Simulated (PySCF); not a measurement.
A side-by-side comparison of computed properties.

First species: Ge(SMe)Cl3, CH3Cl3GeS.
SMILES: `[Cl][Ge]([Cl])([S]C)[Cl]`

Second species: CH8BPSi.
SMILES: `BP[SiH2]C`

Levels: B3LYP/def2-SVPD for HOMO energy, LUMO energy, HOMO–LUMO gap and static isotropic polarisability; TDDFT B3LYP/def2-SVPD for lowest singlet excitation; TDA B3LYP/def2-SVPD for lowest triplet excitation (Tamm–Dancoff). Geometries: PBE0-D3(BJ)/def2-SVP. Each species is one conformer at its optimised geometry, gas phase, non-relativistic unless stated; the electronic structure was computed with PySCF and density fitting.

Dipoles, sizes and rotational constants follow the conformer. The torsions of the flexible species, by atom-mapped SMILES:
- `[BH2:1][PH:2][SiH2:3][CH3:4]`: B1–P2–Si3–C4 173°

Problem. Which of the two has the higher T1 energy, and by how much?

Solution. The first: 3.84 eV against 3.37 eV, a difference of 0.47 eV.

Problem. Which has the higher LUMO energy?

Solution. The second: -1.80 eV against -2.38 eV, a difference of 0.58 eV.

Problem. Which has the higher HOMO energy?

Solution. The second: -7.00 eV against -7.60 eV, a difference of 0.60 eV.

Problem. Which of the two has the higher static isotropic polarisability, and by how much?

Solution. The first: 105.6 au against 87.3 au, a difference of 18.3 au.

Problem. Which has the higher S1 energy?

Solution. The second: 4.69 eV against 4.20 eV, a difference of 0.49 eV.

On the first: No computed singlet falls in the visible range (750 to 380 nm, 1.65 to 3.26 eV); S1 lies 0.94 eV above its blue end. The vertical singlet–triplet gap S1 − T1 is 0.36 eV (TDDFT singlet less Tamm–Dancoff triplet; S1: HOMO→LUMO, weight 0.99; T1: HOMO→LUMO, weight 0.97). The calculation is non-relativistic and has no spin–orbit coupling, an omission that weighs most on germanium.

On the second: The vertical singlet–triplet gap S1 − T1 is 1.32 eV (TDDFT singlet less Tamm–Dancoff triplet; S1: HOMO→LUMO, weight 0.92; T1: HOMO→LUMO, weight 0.98). No computed singlet falls in the visible range (750 to 380 nm, 1.65 to 3.26 eV); S1 lies 1.43 eV above its blue end.
